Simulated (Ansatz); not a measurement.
Ansatz (an electronic-structure program) input file for C₂H₇NSi₃, SMILES C#C[SiH]1[SiH2]N[SiH2]1, B3LYP-D3(BJ)/def2-SVP. 

Ansatz 0.2 input:
```yaml
crystal:
  periodic: [false, false, false]
  atoms:
    - {symbol: C, position_ang: [3.16173396, -0.93093630, 0.87795326]}
    - {symbol: C, position_ang: [2.20154658, -0.54942691, 0.26065704]}
    - {symbol: Si, position_ang: [0.70512138, 0.00390281, -0.68029446]}
    - {symbol: Si, position_ang: [-1.25568110, -1.20543027, -0.29505789]}
    - {symbol: N, position_ang: [-1.82158685, 0.33572962, 0.31266142]}
    - {symbol: Si, position_ang: [-0.65236576, 1.63828562, 0.29228061]}
    - {symbol: H, position_ang: [4.00369468, -1.25745703, 1.41912954]}
    - {symbol: H, position_ang: [1.20855987, 0.19386908, -2.05674857]}
    - {symbol: H, position_ang: [-1.33798064, -2.23417682, 0.75067681]}
    - {symbol: H, position_ang: [-2.11564070, -1.65701666, -1.39884179]}
    - {symbol: H, position_ang: [-2.75420841, 0.45925393, 0.67342118]}
    - {symbol: H, position_ang: [-1.17265829, 2.76631466, -0.49560063]}
    - {symbol: H, position_ang: [-0.41938536, 2.14667053, 1.65067599]}
basis:
  gaussian:
    orbitals: def2-SVP
hamiltonian:
  xc: b3lyp
  dispersion: d3bj
relax: {f_tol: 0.002, max_steps: 200}
```

It prints:

```
WARN ansatz: RAYON_NUM_THREADS=1 ignored (pool sized by the plan → 1); use --threads N
Functional definition: B3LYP
integrals: 0.10 GiB planned
1389 factors; integrals over basis functions are off by at most 4.4e-4 eV
mean field: 0.69 GiB planned
mean field evaluation 1: about -27290.9626 eV, gradient 6.7e1 eV
mean field evaluation 2: about -27269.6074 eV, gradient 1.1e2 eV
mean field evaluation 4: about -27300.9277 eV, gradient 8.5e0 eV
mean field evaluation 8: about -27301.1308 eV, gradient 2.2e-1 eV
mean field evaluation 16: about -27301.1310 eV, gradient 2.8e-5 eV
mean field -27301.13098589 eV, -1003.2980583602 hartree, gradient 2.8e-5 eV, S^2 0.000000; 0 other end points of the search recorded, 0 dependent functions left out
the calculation of the forces begins
reference -27301.13130887 eV, -1003.2980702295 hartree; 34, 34 occupied and 97, 97 virtual orbitals, 1389 factors
relax step   1: F+E_penalty+E_count = -27301.84114948 eV  Δ(F+E_penalty+E_count) = +0.000e0 eV  max|allowed force component| = 1.546e0 eV/Å  Δτ_max = 0.0000 Å  (27 SCF iters, accepted)
these checks for a lower state are left out or cut short: starts, cluster_reference, orbital_swaps, neighbouring_geometries, increment
integrals: 0.10 GiB planned
1389 factors; integrals over basis functions are off by at most 4.9e-4 eV
mean field: 0.70 GiB planned
mean field -27301.35889568 eV, -1003.3064338905 hartree, gradient 2.7e-5 eV, S^2 0.000000; 0 other end points of the search recorded, 0 dependent functions left out
the calculation of the forces begins
reference -27301.35922178 eV, -1003.3064458743 hartree; 34, 34 occupied and 97, 97 virtual orbitals, 1389 factors
relax step   2: F+E_penalty+E_count = -27302.06295414 eV  Δ(F+E_penalty+E_count) = -2.218e-1 eV  max|allowed force component| = 3.108e-1 eV/Å  Δτ_max = 0.1322 Å  (30 SCF iters, accepted)
these checks for a lower state are left out or cut short: starts, cluster_reference, orbital_swaps, neighbouring_geometries, increment
integrals: 0.10 GiB planned
1389 factors; integrals over basis functions are off by at most 4.9e-4 eV
mean field: 0.69 GiB planned
mean field -27301.36448791 eV, -1003.3066394013 hartree, gradient 8.7e-6 eV, S^2 0.000000; 0 other end points of the search recorded, 0 dependent functions left out
the calculation of the forces begins
reference -27301.36481387 eV, -1003.3066513799 hartree; 34, 34 occupied and 97, 97 virtual orbitals, 1389 factors
relax step   3: F+E_penalty+E_count = -27302.07109961 eV  Δ(F+E_penalty+E_count) = -8.145e-3 eV  max|allowed force component| = 1.505e-1 eV/Å  Δτ_max = 0.0256 Å  (31 SCF iters, accepted)
these checks for a lower state are left out or cut short: starts, cluster_reference, orbital_swaps, neighbouring_geometries, increment
integrals: 0.10 GiB planned
1389 factors; integrals over basis functions are off by at most 4.9e-4 eV
mean field: 0.69 GiB planned
mean field evaluation 32: about -27301.3519 eV, gradient 1.9e-2 eV
mean field -27301.36441607 eV, -1003.3066367610 hartree, gradient 8.8e-6 eV, S^2 0.000000; 0 other end points of the search recorded, 0 dependent functions left out
the calculation of the forces begins
reference -27301.36474168 eV, -1003.3066487269 hartree; 34, 34 occupied and 97, 97 virtual orbitals, 1389 factors
relax step   4: F+E_penalty+E_count = -27302.07335295 eV  Δ(F+E_penalty+E_count) = -2.253e-3 eV  max|allowed force component| = 7.270e-2 eV/Å  Δτ_max = 0.0484 Å  (32 SCF iters, accepted)
these checks for a lower state are left out or cut short: starts, cluster_reference, orbital_swaps, neighbouring_geometries, increment
integrals: 0.10 GiB planned
1389 factors; integrals over basis functions are off by at most 4.9e-4 eV
mean field: 0.69 GiB planned
mean field -27301.36549038 eV, -1003.3066762412 hartree, gradient 8.7e-6 eV, S^2 0.000000; 0 other end points of the search recorded, 0 dependent functions left out
the calculation of the forces begins
reference -27301.36581609 eV, -1003.3066882111 hartree; 34, 34 occupied and 97, 97 virtual orbitals, 1389 factors
relax step   5: F+E_penalty+E_count = -27302.07398027 eV  Δ(F+E_penalty+E_count) = -6.273e-4 eV  max|allowed force component| = 5.770e-3 eV/Å  Δτ_max = 0.0118 Å  (32 SCF iters, accepted)
these checks for a lower state are left out or cut short: starts, cluster_reference, orbital_swaps, neighbouring_geometries, increment
integrals: 0.10 GiB planned
1389 factors; integrals over basis functions are off by at most 4.9e-4 eV
mean field: 0.69 GiB planned
mean field -27301.36546175 eV, -1003.3066751893 hartree, gradient 1.6e-5 eV, S^2 0.000000; 0 other end points of the search recorded, 0 dependent functions left out
the calculation of the forces begins
reference -27301.36578747 eV, -1003.3066871591 hartree; 34, 34 occupied and 97, 97 virtual orbitals, 1389 factors
relax step   6: F+E_penalty+E_count = -27302.07400971 eV  Δ(F+E_penalty+E_count) = -2.944e-5 eV  max|allowed force component| = 3.565e-3 eV/Å  Δτ_max = 0.0049 Å  (24 SCF iters, accepted)
these checks for a lower state are left out or cut short: starts, cluster_reference, orbital_swaps, neighbouring_geometries, increment
integrals: 0.10 GiB planned
1389 factors; integrals over basis functions are off by at most 4.9e-4 eV
mean field: 0.69 GiB planned
mean field -27301.36528830 eV, -1003.3066688150 hartree, gradient 1.7e-5 eV, S^2 0.000000; 0 other end points of the search recorded, 0 dependent functions left out
the calculation of the forces begins
reference -27301.36561398 eV, -1003.3066807834 hartree; 34, 34 occupied and 97, 97 virtual orbitals, 1389 factors
relax step   7: F+E_penalty+E_count = -27302.07399820 eV  Δ(F+E_penalty+E_count) = +1.150e-5 eV  max|allowed force component| = 1.832e-2 eV/Å  Δτ_max = 0.0042 Å  (24 SCF iters, rejected (line search))
these checks for a lower state are left out or cut short: starts, cluster_reference, orbital_swaps, neighbouring_geometries, increment
integrals: 0.10 GiB planned
1389 factors; integrals over basis functions are off by at most 4.9e-4 eV
mean field: 0.69 GiB planned
mean field -27301.36540192 eV, -1003.3066729904 hartree, gradient 3.6e-5 eV, S^2 0.000000; 0 other end points of the search recorded, 0 dependent functions left out
the calculation of the forces begins
reference -27301.36572762 eV, -1003.3066849596 hartree; 34, 34 occupied and 97, 97 virtual orbitals, 1389 factors
relax step   8: F+E_penalty+E_count = -27302.07401700 eV  Δ(F+E_penalty+E_count) = -7.298e-6 eV  max|allowed force component| = 8.292e-4 eV/Å  Δτ_max = 0.0021 Å  (21 SCF iters, accepted)
these checks for a lower state are left out or cut short: starts, cluster_reference, orbital_swaps, neighbouring_geometries, increment
integrals: 0.10 GiB planned
1389 factors; integrals over basis functions are off by at most 4.9e-4 eV
mean field: 0.69 GiB planned
mean field evaluation 64: about -27301.3653 eV, gradient 2.1e-4 eV
mean field -27301.36527215 eV, -1003.3066682213 hartree, gradient 2.1e-5 eV, S^2 0.000000; 0 other end points of the search recorded, 0 dependent functions left out
the calculation of the forces begins
reference -27301.36559782 eV, -1003.3066801897 hartree; 34, 34 occupied and 97, 97 virtual orbitals, 1389 factors
relax step   9: F+E_penalty+E_count = -27302.07402315 eV  Δ(F+E_penalty+E_count) = -6.150e-6 eV  max|allowed force component| = 3.775e-3 eV/Å  Δτ_max = 0.0055 Å  (24 SCF iters, accepted)
these checks for a lower state are left out or cut short: starts, cluster_reference, orbital_swaps, neighbouring_geometries, increment
integrals: 0.10 GiB planned
1389 factors; integrals over basis functions are off by at most 4.9e-4 eV
mean field: 0.69 GiB planned
mean field -27301.36521047 eV, -1003.3066659549 hartree, gradient 3.8e-5 eV, S^2 0.000000; 0 other end points of the search recorded, 0 dependent functions left out
the calculation of the forces begins
reference -27301.36553612 eV, -1003.3066779223 hartree; 34, 34 occupied and 97, 97 virtual orbitals, 1389 factors
relax step  10: F+E_penalty+E_count = -27302.07402408 eV  Δ(F+E_penalty+E_count) = -9.257e-7 eV  max|allowed force component| = 2.425e-3 eV/Å  Δτ_max = 0.0022 Å  (21 SCF iters, accepted)
these checks for a lower state are left out or cut short: starts, cluster_reference, orbital_swaps, neighbouring_geometries, increment
integrals: 0.10 GiB planned
1389 factors; integrals over basis functions are off by at most 4.9e-4 eV
mean field: 0.69 GiB planned
mean field -27301.36524221 eV, -1003.3066671211 hartree, gradient 2.5e-5 eV, S^2 0.000000; 0 other end points of the search recorded, 0 dependent functions left out
the calculation of the forces begins
reference -27301.36556786 eV, -1003.3066790887 hartree; 34, 34 occupied and 97, 97 virtual orbitals, 1389 factors
relax step  11: F+E_penalty+E_count = -27302.07402574 eV  Δ(F+E_penalty+E_count) = -1.662e-6 eV  max|allowed force component| = 6.768e-4 eV/Å  Δτ_max = 0.0008 Å  (20 SCF iters, accepted)
integrals: 0.10 GiB planned
1389 factors; integrals over basis functions are off by at most 4.9e-4 eV
mean field: 0.69 GiB planned
mean field -27301.36524221 eV, -1003.3066671211 hartree, gradient 2.5e-5 eV, S^2 0.000000; 1 other end points of the search recorded, 0 dependent functions left out
the calculation of the forces begins
reference -27301.36556786 eV, -1003.3066790887 hartree; 34, 34 occupied and 97, 97 virtual orbitals, 1389 factors
Total energy: -27302.07435140 eV, -1003.3327264033 hartree
Atom 0 at     3.116940    -0.897833     0.931582 Å, force     0.000100    -0.000626    -0.000255 eV/Å
Atom 1 at     2.172373    -0.543027     0.248964 Å, force     0.000493     0.000677    -0.000175 eV/Å
Atom 2 at     0.721575    -0.011695    -0.730866 Å, force    -0.000398    -0.000489     0.000091 eV/Å
Atom 3 at    -1.292218    -1.168908    -0.291937 Å, force     0.000485     0.000269    -0.000026 eV/Å
Atom 4 at    -1.906068     0.339543     0.380578 Å, force     0.000544    -0.000080    -0.000009 eV/Å
Atom 5 at    -0.674625     1.596756     0.294140 Å, force     0.000129    -0.000386    -0.000241 eV/Å
Atom 6 at     3.952247    -1.210877     1.531036 Å, force    -0.000381     0.000138     0.000225 eV/Å
Atom 7 at     1.107474     0.203219    -2.153019 Å, force    -0.000035     0.000257     0.000165 eV/Å
Atom 8 at    -1.218281    -2.291638     0.692424 Å, force    -0.000427    -0.000111    -0.000095 eV/Å
Atom 9 at    -2.075198    -1.662941    -1.467423 Å, force    -0.000124     0.000001     0.000215 eV/Å
Atom 10 at    -2.835561     0.463452     0.775280 Å, force     0.000071     0.000014     0.000029 eV/Å
Atom 11 at    -1.083147     2.779800    -0.525855 Å, force    -0.000141    -0.000008     0.000170 eV/Å
Atom 12 at    -0.234363     2.113731     1.626009 Å, force    -0.000317     0.000344    -0.000095 eV/Å
Dipole moment:    -0.095961    -0.002093     0.111688 e Å
```

The calculation finished and met its thresholds.

Cost: around 70 core-seconds (rough).
